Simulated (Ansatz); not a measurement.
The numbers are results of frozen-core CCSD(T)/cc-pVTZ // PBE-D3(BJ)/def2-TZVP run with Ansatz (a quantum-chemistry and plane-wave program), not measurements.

Ansatz 0.2 input:
```yaml
crystal:
  periodic: [false, false, false]
  atoms:
    - { symbol: C, position_ang: [-1.500913, -0.131606, 0.131735] }
    - { symbol: C, position_ang: [-0.295589, 0.707972, -0.216349] }
    - { symbol: O, position_ang: [-0.375206, 1.86525, -0.575835] }
    - { symbol: Ge, position_ang: [1.537124, -0.174948, -0.043751] }
    - { symbol: H, position_ang: [-1.543375, -1.005464, -0.538232] }
    - { symbol: H, position_ang: [-1.396343, -0.528561, 1.154295] }
    - { symbol: H, position_ang: [-2.423948, 0.456569, 0.045031] }
    - { symbol: H, position_ang: [2.578337, 0.732224, -0.730205] }
    - { symbol: H, position_ang: [1.538541, -1.58646, -0.685648] }
    - { symbol: H, position_ang: [1.881369, -0.334976, 1.458957] }
basis:
  gaussian: { orbitals: cc-pVTZ }
correlation:
  method: ccsd_t
```

Output:

```
Functional definition: HF
1270 factors; integrals over basis functions are off by at most 1.0e-3 eV
mean field evaluation 1: about -60664.8267 eV, gradient 3.8e1 eV
mean field evaluation 2: about -60664.9832 eV, gradient 3.8e1 eV
mean field evaluation 4: about -60668.4749 eV, gradient 4.9e0 eV
mean field evaluation 8: about -60668.5756 eV, gradient 4.9e-1 eV
mean field evaluation 16: about -60668.5784 eV, gradient 2.2e-6 eV
mean field -60668.57836352 eV, -2229.5291322200 hartree, gradient 2.2e-6 eV, S^2 0.000000; 0 other end points of the search recorded, 0 dependent functions left out
12 core orbitals not correlated
reference -60668.57836352 eV, -2229.5291322200 hartree; 17, 17 occupied and 188, 188 virtual orbitals, 1270 factors
second order -21.00044647 eV of doubles, -0.00000000 eV of singles
cycle   1  -21.10859292 eV  change   -1.1e-1 eV  update   1.2e-1
cycle   2  -21.77164850 eV  change   -6.6e-1 eV  update   3.9e-2
cycle   3  -21.93283186 eV  change   -1.6e-1 eV  update   2.1e-2
cycle   4  -21.91918295 eV  change    1.4e-2 eV  update   5.5e-3
cycle   5  -21.91783762 eV  change    1.3e-3 eV  update   2.7e-3
cycle   6  -21.91886570 eV  change   -1.0e-3 eV  update   8.4e-4
cycle   7  -21.91849601 eV  change    3.7e-4 eV  update   3.7e-4
cycle   8  -21.91843084 eV  change    6.5e-5 eV  update   1.1e-4
cycle   9  -21.91848286 eV  change   -5.2e-5 eV  update   4.7e-5
cycle  10  -21.91848366 eV  change   -8.0e-7 eV  update   1.7e-5
perturbative correction -0.94761508 eV, -0.0348242120 hartree
Total energy: -60691.44446227 eV, -2230.3694458497 hartree
```

Cost: around 110 core-seconds (rough).
